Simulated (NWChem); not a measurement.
System: CH4BFS; SMILES CSBF

NWChem printed, in part:

```
             Northwest Computational Chemistry Package (NWChem) 7.3.0
             --------------------------------------------------------

                             Geometry "geometry" -> ""
                             -------------------------

 Output coordinates in angstroms (scale by  1.889725989 to convert to a.u.)

  No.       Tag          Charge          X              Y              Z
 ---- ---------------- ---------- -------------- -------------- --------------
    1 B                    5.0000     0.49343200    -0.93575100    -0.11436900
    2 F                    9.0000    -0.00252500    -2.15910200    -0.01633900
    3 H                    1.0000     1.61503400    -0.77944800    -0.53823400
    4 S                   16.0000    -0.53074900     0.43897800     0.39012700
    5 C                    6.0000     0.55556400     1.86095700     0.07824100
    6 H                    1.0000     0.71943200     2.40231800     1.01944800
    7 H                    1.0000     0.07106000     2.53289500    -0.64255400
    8 H                    1.0000     1.52135600     1.52886600    -0.32464000

 Effective nuclear repulsion energy (a.u.)     145.6965476684

                              NWChem Property Module
                              ----------------------

                                 NWChem DFT Module
                                 -----------------

 Summary of "ao basis" -> "ao basis" (spherical)
 ------------------------------------------------------------------------------
       Tag                 Description            Shells   Functions and Types
 ---------------- ------------------------------  ------  ---------------------
 B                          def2-svp                 6       14   3s2p1d
 F                          def2-svp                 6       14   3s2p1d
 H                          def2-svp                 3        5   2s1p
 S                          def2-svp                 8       18   4s3p1d
 C                          def2-svp                 6       14   3s2p1d

            General Information
            -------------------
          SCF calculation type: DFT
          Wavefunction type:  closed shell.
          No. of atoms     :     8
          No. of electrons :    40
           Alpha electrons :    20
            Beta electrons :    20
          Charge           :     0
          Spin multiplicity:     1
          Use of symmetry is: off; symmetry adaption is: off
          Maximum number of iterations: 150
          AO basis - number of functions:    80
                     number of shells:    38
          Convergence on energy requested:  1.00D-06
          Convergence on density requested:  1.00D-05
          Convergence on gradient requested:  5.00D-04

              XC Information
              --------------
                         B3LYP Method XC Potential
                     Hartree-Fock (Exact) Exchange  0.200
                        Slater Exchange Functional  0.800 local
                    Becke 1988 Exchange Functional  0.720 non-local
              Lee-Yang-Parr Correlation Functional  0.810
                  VWN I RPA Correlation Functional  0.190 local

             Grid Information
             ----------------
          Grid used for XC integration:  medium
          Radial quadrature: Mura-Knowles
          Angular quadrature: Lebedev.
          Tag              B.-S. Rad. Rad. Pts. Rad. Cut. Ang. Pts.
          ---              ---------- --------- --------- ---------
          B                   0.85       49          10.0       434
          F                   0.50       49          12.0       434
          H                   0.35       45          11.0       434
          S                   1.00       88           8.0       590
          C                   0.70       49          10.0       434
          Grid pruning is: on
          Number of quadrature shells:   415
          Spatial weights used:  Erf1

      Superposition of Atomic Density Guess
      -------------------------------------

 Sum of atomic energies:        -560.76575104

      Non-variational initial energy
      ------------------------------

 Total energy =    -562.322039
 1-e energy   =   -1062.509793
 2-e energy   =     354.491207
 HOMO         =      -0.308248
 LUMO         =       0.044060

   convergence    iter        energy       DeltaE   RMS-Dens  Diis-err
 ---------------- ----- ----------------- --------- --------- ---------
 d= 0,ls=0.0,diis     1   -563.1780669124 -7.09D+02  1.39D-02  5.24D-01
 d= 0,ls=0.0,diis     2   -563.1613734117  1.67D-02  7.32D-03  8.78D-01
 d= 0,ls=0.0,diis     3   -563.2426761192 -8.13D-02  1.59D-03  2.87D-02
 d= 0,ls=0.0,diis     4   -563.2444427628 -1.77D-03  7.07D-04  3.79D-03
 d= 0,ls=0.0,diis     5   -563.2449239647 -4.81D-04  1.91D-04  2.35D-04
  Resetting Diis
 d= 0,ls=0.0,diis     6   -563.2449578286 -3.39D-05  3.56D-05  4.87D-06
 d= 0,ls=0.0,diis     7   -563.2449585367 -7.08D-07  1.26D-05  2.84D-07
 d= 0,ls=0.0,diis     8   -563.2449585407 -4.01D-09  6.71D-06  2.54D-07

         Total DFT energy =     -563.244958540701
      One electron energy =    -1065.387938582273
           Coulomb energy =      403.613113055049
    Exchange-Corr. energy =      -47.166680681902
 Nuclear repulsion energy =      145.696547668424

 Numeric. integr. density =       39.999990582687

[...]

 DFT Linear Response polarizability / au
 Frequency  =       0.0773000 / au
 Wavelength =     589.4353558 / nm
              X              Y              Z
 -----------------------------------------------
 X      37.2982394     -1.0981431     -3.6073112
 Y      -1.0980838     53.9648553      2.4200663
 Z      -3.6073068      2.4200898     29.8234879
 -----------------------------------------------
 Eigenvalues =      38.5203720     54.3319892     28.2342213
 Isotropic   =      40.3621942
 Anisotropic =      22.7695589
 -----------------------------------------------

 Magnetic Dipole Response Matrix (nonzero elements):
```

Level: B3LYP/def2-SVP. Coordinates come from a PBE0/def2-SVP optimisation.

Task: Write an input that gives this output.

Result: One answer among several that fit: the input that was run:
```
start job
memory heap 200 mb stack 900 mb global 1100 mb
geometry units angstroms noautosym nocenter noautoz
  B      0.493432    -0.935751    -0.114369
  F     -0.002525    -2.159102    -0.016339
  H      1.615034    -0.779448    -0.538234
  S     -0.530749     0.438978     0.390127
  C      0.555564     1.860957     0.078241
  H      0.719432     2.402318     1.019448
  H      0.071060     2.532895    -0.642554
  H      1.521356     1.528866    -0.324640
end
basis spherical
  * library def2-svp
end
dft
  xc b3lyp
  iterations 150
end
property
  response 1 0.0773
end
task dft property
```
